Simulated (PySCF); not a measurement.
# Reading the logs of faulty runs: AlC2H8N

Calculated results; nothing here was measured. The program is PySCF 2.14.0, an open-source quantum chemistry code, run on an isolated molecule that a program drew, which may never have been made. The molecule is AlC2H8N (charge 0, singlet), drawn as the SMILES string `[CH3][Al]([CH3])[NH2]`.

Each row is a Hartree-Fock (HF) and frozen-core CCSD(T) single point in the cc-pV(D+d)Z basis, meant for a local HF minimum. Run 1 is clean. Each other run has one planted mistake out of seven kinds, and not every kind appears here: one electron removed, one electron added, multiplicity raised by two, geometry at a saddle point, minimal basis STO-3G, one bond length entered in bohr, all coordinates scaled. The reference is restricted for singlets and unrestricted otherwise, and also for a bond in bohr. Adding or removing an electron swaps singlet and doublet. Electrons count all cores. HOMO and LUMO are orbital energies over both spins, the gradient is its largest component, and the lowest frequency (negative if imaginary) is given only where the gradient is small. Bond lengths are over the 11 bonds as drawn. T1 is the CCSD diagnostic: over 0.02 (restricted) or 0.045 (unrestricted) a single reference is doubtful.

Geometry of the clean run:
```xyz
12
AlC2H8N, angstrom
C    -0.0102   -1.1250   -1.7275
Al   -0.9214   -0.1747   -0.2662
C    -0.1769   -0.0825    1.5521
N    -2.4654    0.6248   -0.5994
H     0.1365   -2.1839   -1.4810
H     0.9888   -0.7094   -1.9083
H    -0.5592   -1.0818   -2.6737
H    -0.0450   -1.0853    1.9770
H    -0.8063    0.4864    2.2440
H     0.8156    0.3848    1.5510
H    -2.9324    0.6386   -1.4869
H    -3.0117    1.1351    0.0692
```

```
run  electrons  basis functions  <S^2>  HOMO (eV)  LUMO (eV)  gradient (hartree/bohr)  lowest frequency (cm^-1)  mean bond (Å)  longest bond (Å)      T1  HF (hartree)  CCSD(T) (hartree)                     mistake
  1         40              105  0.000     -10.50       3.27                  2.0e-05                        41         1.2989             1.967  0.0109    -376.82188         -377.42401                    no fault
  2         40              105  2.011      -3.25      -1.80                  9.1e-02                         -         1.2989             1.967  0.0722    -376.58060         -377.17837  multiplicity raised by two
  3         41              105  0.762       2.45       7.95                  3.3e-02                         -         1.2989             1.967  0.0108    -376.71627         -377.33405          one electron added
  4         40               32  0.000      -7.79       9.89                  4.5e-02                         -         1.2989             1.967  0.0120    -372.29672         -372.53062        minimal basis STO-3G
  5         40              105  0.000     -10.63       3.67                  6.1e-02                         -         1.2236             1.853  0.0096    -376.78149         -377.37287                           ?
  6         40              105  0.914      -7.53       2.08                  4.5e-02                         -         1.4580             3.717  0.0264    -376.71482         -377.29062                           ?
```

**Which mistake was planted in run 5, and what did it cost?**

The mean and the longest bond both change by the same factor, 0.942, and the gradient is no longer small. So the mistake is: all coordinates scaled. Subtracting run 1 and multiplying by 627.51 kcal/mol a hartree, the energy moved by 25.3 kcal/mol in HF and 32.1 kcal/mol in CCSD(T).

**Which mistake was planted in run 6, and what did it cost?**

The mean bond changes by a factor of 1.122 and the longest by 1.890, so the molecule wasn't scaled as a whole. A length L in bohr read as angstrom grows by (1/0.5292 - 1) L = 0.890 L. The 11 bonds together grew by 11 x 0.1591 = 1.750 Å, which gives L = 1.967 Å. That is the length of one of the Al-C bonds, 1.967 Å in the clean geometry. So the mistake is: one bond length entered in bohr. Subtracting run 1 and multiplying by 627.51 kcal/mol a hartree, the energy moved by 67.2 kcal/mol in HF and 83.7 kcal/mol in CCSD(T).

Cautions from the logs. Run 2: T1 is over the limit, so its CCSD(T) energy is less reliable; run 3: the HOMO is above zero, so the electron isn't bound and the energy depends on the basis.
